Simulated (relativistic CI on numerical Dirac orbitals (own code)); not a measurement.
A reference radial Dirac CI calculation of Br³⁺ gave the lowest total energy -2600.45881 Ha in 12 SCF steps, from this input:

```
atom Br  Z=35  charge=3  electrons=32
nucleus A=79  rms_radius_fm=4.1629
hamiltonian dirac-coulomb  breit=on  qed=on  c_scale=1
orbitals kli  potential=per-configuration
slater_scale 1
correlation none
mixing on
grid step=0.0125 r_max=37.3
scf mixing=0.4 start=green max_iterations=150 tolerance=2e-08 node_fill=0.05
configurations
  [Ar] 3d10 4s2 4p2
end
```

One setting was then changed (and the iteration limit cut to 53), and the output read:

```
SCF 1: [Ar] 3d10 4s2 4p2
 iter      energy (Ha)   residual   last orbital (Ha)
      1s not found; potential halved back
error: SCF of 1s2 2s2 2p6 3s2 3p6 3d10 4s2 4p2 stopped: an orbital could not be found
end: not converged
```

Task: Which setting was changed?
A. start potential
B. grid step
C. speed of light
D. SCF tolerance

Result: C. The speed of light × 0.05. This setting is bad on purpose; its numbers may not be properties of the ion.
